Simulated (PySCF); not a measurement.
C₁₀H₁₂.
Numbering: `[CH2:1]=[C:2]([CH3:3])[c:4]1[cH:5][cH:6][cH:7][c:8]([CH3:9])[cH:10]1` (hydrogens: H11, H12 on C1; H13, H14, H15 on C3; H16 on C5; H17 on C6; H18 on C7; H19, H20, H21 on C9; H22 on C10)

Method used: TDDFT CAM-B3LYP/def2-SVPD, vertical, gas phase, core orbitals frozen in the response (PySCF). Geometry: PBE0-D3(BJ)/def2-SVP, one conformer, isolated molecule. Torsions of this conformer, `[CH2:1]=[C:2]([CH3:3])[c:4]1[cH:5][cH:6][cH:7][c:8]([CH3:9])[cH:10]1`: C1–C2–C4–C5 26°.

What does the calculation give for the low-lying excited states?

```
state  E (eV)  λ (nm)  ν̃ (cm⁻¹)       f  main configurations (H = HOMO, L = LUMO)
   S1    5.04   245.9      40670   0.017       H-1→L (46%), H→L+1 (36%), H→L (10%)
   S2    5.18   239.3      41790   0.269                                 H→L (83%)
   S3    6.22   199.3      50170   0.314                  H→L+1 (50%), H-1→L (43%)
   S4    6.36   194.9      51310   0.358                H-1→L+1 (72%), H-2→L (16%)
   S5    6.45   192.1      52060   0.052                               H→L+2 (78%)
   S6    6.85   181.0      55250   0.055                  H-2→L (64%), H→L+5 (18%)
   S7    6.92   179.3      55780  0.0022                H-1→L+2 (45%), H→L+3 (36%)
   S8    7.06   175.6      56960  0.0035                H→L+3 (37%), H-1→L+2 (34%)
   S9    7.16   173.1      57770   0.055                               H→L+4 (66%)
  S10    7.28   170.2      58750   0.112                  H→L+5 (63%), H→L+4 (12%)
```

Triplets (Tamm–Dancoff): T1 3.36 eV, H→L (82%); T2 4.27 eV, H-1→L+1 (48%), H-2→L (18%), H→L+5 (11%); T3 4.49 eV, H-1→L (62%), H→L+1 (16%), H-1→L+1 (10%); T4 4.69 eV, H→L+1 (30%), H-2→L (25%), H→L+5 (16%).

The lowest singlet comes at 246 nm (487 kJ/mol) in the ultraviolet; it is weak; its leading configuration is HOMO-1→LUMO (46%). The strongest level in the table is S4 at 6.36 eV (195 nm, f = 0.358). Löwdin shares by element: HOMO carbon 61% or more (atoms not listed hold the other 39%); LUMO carbon 56% or more (atoms not listed hold the other 44%). The listed states span 2.24 eV, and the widest gap between neighbours is 1.04 eV (S2 to S3). Orbital energies (eV): HOMO-3 -10.78, HOMO-2 -9.38, HOMO-1 -8.27, HOMO -7.64, LUMO 0.16, LUMO+1 0.89, LUMO+2 1.33. Of the 10 states listed, 8 reach f = 0.01 and none stays under 0.0005. The vertical ionisation energy (ΔSCF) is 8.19 eV, 0.91 eV above S10. Singlets were solved by full linear response, triplets in the Tamm–Dancoff approximation.
